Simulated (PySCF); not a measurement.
Mo(O)3 cation (MoO3), SMILES [Mo](=[O])(=[O])=[O] (connectivity only; charge and spin as stated), charge +1, multiplicity 2.

Geometry optimised at B3LYP-D3(BJ)/def2-TZVP. The multiplicity is an assumed one; other spin states were not compared. The isomer is the one that the SMILES or the coordinates give; other isomers of the formula were not compared. The def2 effective core potentials stand for the cores of Mo; spin–orbit coupling is left out.

Method: TDA-LC-ωPBE/def2-SVPD run with PySCF.

Vertical excitations. 

Estimate the UV-visible absorptions. (Estimate from the structure and the level; the computed values follow.)


```json
[
 {"state": "root 1", "energy (eV)": "0.72", "λ (nm)": "1716", "f": "0.000", "main pairs": "β HOMO→LUMO 78 %"},
 {"state": "root 2", "energy (eV)": "1.64", "λ (nm)": "757", "f": "0.000", "main pairs": "β HOMO−2→LUMO 72 %, β HOMO−5→LUMO 14 %"},
 {"state": "root 3", "energy (eV)": "2.62", "λ (nm)": "473", "f": "0.001", "main pairs": "β HOMO−1→LUMO 85 %"},
 {"state": "root 4", "energy (eV)": "3.23", "λ (nm)": "383", "f": "0.000", "main pairs": "α HOMO→LUMO 20 %, β HOMO−1→LUMO+1 71 %"},
 {"state": "root 5", "energy (eV)": "3.39", "λ (nm)": "366", "f": "0.004", "main pairs": "α HOMO−1→LUMO 14 %, β HOMO→LUMO+1 66 %"},
 {"state": "root 6", "energy (eV)": "3.61", "λ (nm)": "343", "f": "0.001", "main pairs": "α HOMO→LUMO 71 %, β HOMO−1→LUMO+1 20 %"},
 {"state": "root 7", "energy (eV)": "3.84", "λ (nm)": "323", "f": "0.001", "main pairs": "α HOMO→LUMO+1 10 %, α HOMO−3→LUMO 8 %, α HOMO−1→LUMO+2 5 %, β HOMO→LUMO+3 17 %, β HOMO−5→LUMO 14 %, β HOMO−3→LUMO 14 %, β HOMO→LUMO 7 %"},
 {"state": "root 8", "energy (eV)": "3.91", "λ (nm)": "317", "f": "0.000", "main pairs": "α HOMO−2→LUMO 14 %, β HOMO−2→LUMO+1 59 %"},
 {"state": "root 9", "energy (eV)": "4.09", "λ (nm)": "303", "f": "0.000", "main pairs": "α HOMO→LUMO+1 19 %, β HOMO−1→LUMO+2 33 %, β HOMO−3→LUMO 17 %, β HOMO−2→LUMO+3 6 %, β HOMO−2→LUMO 5 %"},
 {"state": "root 10", "energy (eV)": "4.13", "λ (nm)": "300", "f": "0.000", "main pairs": "α HOMO→LUMO+1 12 %, β HOMO−1→LUMO+2 20 %, β HOMO−5→LUMO 18 %, β HOMO−3→LUMO 12 %, β HOMO−2→LUMO+3 12 %"}
]
```
Unrestricted roots are not spin-pure.
